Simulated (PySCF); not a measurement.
SnBr₂, SMILES [Br][Sn][Br] (connectivity only; charge and spin as stated), neutral, multiplicity 1.

The structure is a stationary point at PBE-D3(BJ)/def2-SVP. The isomer is the one that the SMILES or the coordinates give; other isomers of the formula were not compared. The def2 effective core potentials stand for the cores of Sn; spin–orbit coupling is left out.

Two levels are set side by side: TDA-PBE/def2-SVPD (PySCF) and TDA-LC-ωPBE/def2-SVPD (PySCF). Vertical, same geometry. The lowest singlet is HOMO−1→LUMO 100 % with PBE and HOMO→LUMO 98 % with the other functional; states are paired by order. Differences are taken from unrounded values.

```tsv
quantity	TDA-PBE
lowest singlet excitation (eV)	2.97
lowest triplet excitation (TDA) (eV)	2.52
first bright state (f over 0.05) (eV)	5.22
its oscillator strength	0.06
```

**Question.** These are the TDA-PBE values. What does TDA-LC-ωPBE give? (Estimate from the structure and the level; the computed values follow.)

**Answer.** 
```tsv
quantity	TDA-LC-ωPBE	TDA-PBE minus TDA-LC-ωPBE
lowest singlet excitation (eV)	3.65	-0.68
lowest triplet excitation (TDA) (eV)	2.52	0.00
first bright state (f over 0.05) (eV)	6.02	-0.81
its oscillator strength	0.26	-0.20
```

A lower first singlet is the usual sign of a functional without exact exchange. Differences between two approximate levels are no errors against the true value.

Rough cost on one machine, each run with all the roots and properties that it gave: TDA-LC-ωPBE against TDA-PBE within a factor of 2.
